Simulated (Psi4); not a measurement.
C3H7O, doublet, geometry from GFN2-xTB; PBE/pcseg-1 (Psi4).

The Psi4 input:
```
memory 2 GB

molecule mol {
0 2
  O    -0.048885   -0.672232    0.068074
  C    -0.055710    0.727547   -0.056593
  C     1.225528   -1.236196   -0.081697
  C    -1.414542    1.255894    0.109654
  H     0.633942    1.176472    0.692191
  H     0.360581    1.020338   -1.045939
  H     1.106293   -2.311427    0.033642
  H     1.645512   -1.020470   -1.073121
  H     1.921438   -0.862872    0.681314
  H    -2.222885    0.581822    0.297336
  H    -1.585465    2.310522    0.041800
}

set basis pcseg-1
set reference uks
set puream true

energy('pbe')
print_variables()
```

The log (banner, timings and long lists left out):

```
   => Loading Basis Set <=

    Name: PCSEG-1
    Role: ORBITAL
    Keyword: BASIS

         ---------------------------------------------------------
                                   SCF
               by Justin Turney, Rob Parrish, Andy Simmonett
                          and Daniel G. A. Smith
                              UKS Reference
         ---------------------------------------------------------

  ==> Geometry <==

    Molecular point group: c1
    Full point group: C1

    Geometry (in Angstrom), charge = 0, multiplicity = 2:

       Center              X                  Y                   Z               Mass
    ------------   -----------------  -----------------  -----------------  -----------------
         O           -0.017646336158    -0.657262067805     0.061816357890    15.994914619570
         C           -0.024471336158     0.742516932195    -0.062850642110    12.000000000000
         C            1.256766663842    -1.221226067805    -0.087954642110    12.000000000000
         C           -1.383303336158     1.270863932195     0.103396357890    12.000000000000
         H            0.665180663842     1.191441932195     0.685933357890     1.007825032230
         H            0.391819663842     1.035307932195    -1.052196642110     1.007825032230
         H            1.137531663842    -2.296457067805     0.027384357890     1.007825032230
         H            1.676750663842    -1.005500067805    -1.079378642110     1.007825032230
         H            1.952676663842    -0.847902067805     0.675056357890     1.007825032230
         H           -2.191646336158     0.596791932195     0.291078357890     1.007825032230
         H           -1.554226336158     2.325491932195     0.035542357890     1.007825032230

  Running in c1 symmetry.

  Rotational constants: A =      1.05560  B =      0.14683  C =      0.13548 [cm^-1]
  Rotational constants: A =  31645.95959  B =   4401.81362  C =   4061.46084 [MHz]
  Nuclear repulsion =  126.393997661213959

  Charge       = 0
  Multiplicity = 2
  Electrons    = 33
  Nalpha       = 17
  Nbeta        = 16

  ==> Algorithm <==

  SCF Algorithm Type is DF.
  DIIS enabled.
  MOM disabled.
  Fractional occupation disabled.
  Guess Type is SAD.
  Energy threshold   = 1.00e-06
  Density threshold  = 1.00e-06
  Integral threshold = 1.00e-12

  ==> Primary Basis <==

  Basis Set: PCSEG-1
    Blend: PCSEG-1
    Number of shells: 45
    Number of basis functions: 91
    Number of Cartesian functions: 95
    Spherical Harmonics?: true
    Max angular momentum: 2

  ==> DFT Potential <==

   => LibXC <=

    Version 7.1.2
    S. Lehtola, C. Steigemann, M. J. T. Oliveira, and M. A. L. Marques,  SoftwareX 7, 1–5 (2018) (10.1016/j.softx.2017.11.002)

   => Composite Functional: PBE <=

    PBE GGA Exchange-Correlation Functional

    J.P. Perdew et. al., Phys. Rev. Lett., 77(18), 3865-3868, 1996

    Deriv               =              1
    GGA                 =           TRUE
    Meta                =          FALSE

    Exchange Hybrid     =          FALSE
    MP2 Hybrid          =          FALSE

   => Exchange Functionals <=

    1.0000     XC_GGA_X_PBE

   => Correlation Functionals <=

    1.0000     XC_GGA_C_PBE

   => LibXC Density Thresholds  <==

    XC_GGA_C_PBE:  1.00E-12
    XC_GGA_X_PBE:  1.00E-15

   => Molecular Quadrature <=

    Radial Scheme          =       TREUTLER
    Pruning Scheme         =           NONE
    Nuclear Scheme         =       TREUTLER

    Blocking Scheme        =         OCTREE
    BS radius alpha        =              1
    Pruning alpha          =              1
    Radial Points          =             75
    Spherical Points       =            302
    Total Points           =         236259
    Total Blocks           =           1788
    Max Points             =            256
    Max Functions          =             91
    Weights Tolerance      =       1.00E-15

   => Loading Basis Set <=

    Name: (PCSEG-1 AUX)
    Role: JKFIT
    Keyword: DF_BASIS_SCF

  ==> Integral Setup <==

  SCF_SUBTYPE=INCORE selected. In-core MEM_DF algorithm will be used.
  Using in-core AOs.

  ==> MemDFJK: Density-Fitted J/K Matrices <==

    J tasked:                   Yes
    K tasked:                    No
    wK tasked:                   No
    Algorithm:                 Core
    Schwarz Cutoff:           1E-12
    Mask sparsity (%):       2.5118
    Fitting Condition:        1E-10

   => Auxiliary Basis Set <=

  Basis Set: (PCSEG-1 AUX)
    Blend: DEF2-UNIVERSAL-JKFIT
    Number of shells: 142
    Number of basis functions: 428
    Number of Cartesian functions: 500
    Spherical Harmonics?: true
    Max angular momentum: 4

  Minimum eigenvalue in the overlap matrix is 5.6616995112E-03.
  Reciprocal condition number of the overlap matrix is 9.9305308725E-04.
    Using symmetric orthogonalization.

  ==> Pre-Iterations <==

  SCF Guess: Superposition of Atomic Densities via on-the-fly atomic UHF (no occupation information).

   -------------------------
    Irrep   Nso     Nmo
   -------------------------
     A         91      91
   -------------------------
    Total      91      91
   -------------------------

  ==> Iterations <==

                           Total Energy        Delta E     RMS |[F,P]|

   @DF-UKS iter SAD:  -192.82401430377035   -1.92824e+02   0.00000e+00
   @DF-UKS iter   1:  -192.92546663548529   -1.01452e-01   9.83557e-03 ADIIS/DIIS
   @DF-UKS iter   2:  -192.39898583100575    5.26481e-01   1.44645e-02 ADIIS/DIIS
   @DF-UKS iter   3:  -193.35774870379234   -9.58763e-01   2.59490e-03 ADIIS/DIIS
   @DF-UKS iter   4:  -193.37598661191996   -1.82379e-02   1.13859e-03 ADIIS/DIIS
   @DF-UKS iter   5:  -193.37997521227757   -3.98860e-03   1.64325e-04 ADIIS/DIIS
   @DF-UKS iter   6:  -193.38006745903061   -9.22468e-05   7.37411e-05 DIIS
   @DF-UKS iter   7:  -193.38008831752438   -2.08585e-05   1.53738e-05 DIIS
   @DF-UKS iter   8:  -193.38008941857689   -1.10105e-06   3.68589e-06 DIIS
   @DF-UKS iter   9:  -193.38008946857809   -5.00012e-08   2.39809e-06 DIIS
   @DF-UKS iter  10:  -193.38008949384303   -2.52649e-08   6.54095e-07 DIIS
  Energy and wave function converged.

  ==> Post-Iterations <==

   Electrons on quadrature grid:
      Nalpha   =   16.9999963346 ; deviation = -3.665e-06
      Nbeta    =   15.9999941691 ; deviation = -5.831e-06
      Ntotal   =   32.9999905038 ; deviation = -9.496e-06

   @Spin Contamination Metric:   3.088134548E-03
   @S^2 Expected:                7.500000000E-01
   @S^2 Observed:                7.530881345E-01
   @S   Expected:                5.000000000E-01
   @S   Observed:                5.000000000E-01

    Orbital Energies [Eh]
    ---------------------

    Alpha Occupied:

[...]
    Alpha Virtual:

[...]
    Beta Occupied:

[...]
      16A     -0.212762

    Beta Virtual:

[...]
    Final Occupation by Irrep:
              A
    DOCC [    16 ]
    SOCC [     1 ]
    NA   [    17 ]
    NB   [    16 ]

  @DF-UKS Final Energy:  -193.38008949384303

   => Energetics <=

    Nuclear Repulsion Energy =            126.3939976612139588
    One-Electron Energy =                -511.6814405865594608
    Two-Electron Energy =                 219.1095536653717488
    DFT Exchange-Correlation Energy =     -27.2022002338692843
    Empirical Dispersion Energy =           0.0000000000000000
    VV10 Nonlocal Energy =                  0.0000000000000000
    Total Energy =                       -193.3800894938430304

  UHF NO Occupations:
  HONO-2 :   15  A 1.9998181
  HONO-1 :   16  A 1.9990192
  HONO-0 :   17  A 1.0000000
  LUNO+0 :   18  A 0.0009808
  LUNO+1 :   19  A 0.0001819
  LUNO+2 :   20  A 0.0001781
  LUNO+3 :   21  A 0.0001704

Computation Completed

Properties will be evaluated at   0.000000,   0.000000,   0.000000 [a0]

Properties computed using the SCF density matrix

 Multipole Moments:

 ------------------------------------------------------------------------------------
     Multipole            Electronic (a.u.)      Nuclear  (a.u.)        Total (a.u.)
 ------------------------------------------------------------------------------------

 L = 1.  Multiply by 2.5417464519 to convert [e a0] to [Debye]
 Dipole X            :         -1.4647157            1.9480580            0.4833423
 Dipole Y            :         -0.7260648            0.9335375            0.2074727
 Dipole Z            :          0.2955805           -0.3902345           -0.0946539
 Magnitude           :                                                    0.5344381

 ------------------------------------------------------------------------------------

  Variable Map:
  ----------------------------------------------------------------------------
[...]
  Array Variable Map:
  ----------------------------------------------------------------------------
[...]
[...]
```
